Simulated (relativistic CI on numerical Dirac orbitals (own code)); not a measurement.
Method of calculation: Dirac-Coulomb-Breit CI, orbitals from a KLI potential per configuration, model QED, unscaled Slater integrals (own radial code, finite nucleus).

CI space (outside the closed core [Ne]): 3s, 3p, 3d, 4s, 4p, 4d, 4f, 5s, 5p, 5d, 5f, 5g, 6s, 6p, 6d, 7s, 7p. Levels of other configurations are missing.

At this charge energies of transitions that change n are usually good to better than 1 %, and those within a shell (Δn = 0) to a few per cent.

Outline of the computed level scheme of Xe XLIV. Lowest level of each configuration: 3s ²S1/2 at 0.00 eV; 3p ²P°1/2 at 100.19 eV; 3d ²D3/2 at 312.99 eV; 4s ²S1/2 at 1519.55 eV; 4p ²P°1/2 at 1560.96 eV; 4d ²D3/2 at 1643.91 eV; 4f ²F°5/2 at 1677.61 eV; 5s ²S1/2 at 2194.51 eV; 5p ²P°1/2 at 2215.34 eV.

Some strong electric-dipole decays among the lowest 15 levels: 4f ²F°7/2 → 3d ²D5/2 (5.5e+13 s⁻¹); 4f ²F°5/2 → 3d ²D3/2 (5.2e+13 s⁻¹); 4d ²D5/2 → 3p ²P°3/2 (2.6e+13 s⁻¹); 4d ²D3/2 → 3p ²P°1/2 (2.1e+13 s⁻¹); 4p ²P°1/2 → 3s ²S1/2 (1.3e+13 s⁻¹); 4p ²P°3/2 → 3s ²S1/2 (9.9e+12 s⁻¹); 4s ²S1/2 → 3p ²P°3/2 (9.3e+12 s⁻¹); 5p ²P°1/2 → 3s ²S1/2 (7.0e+12 s⁻¹).
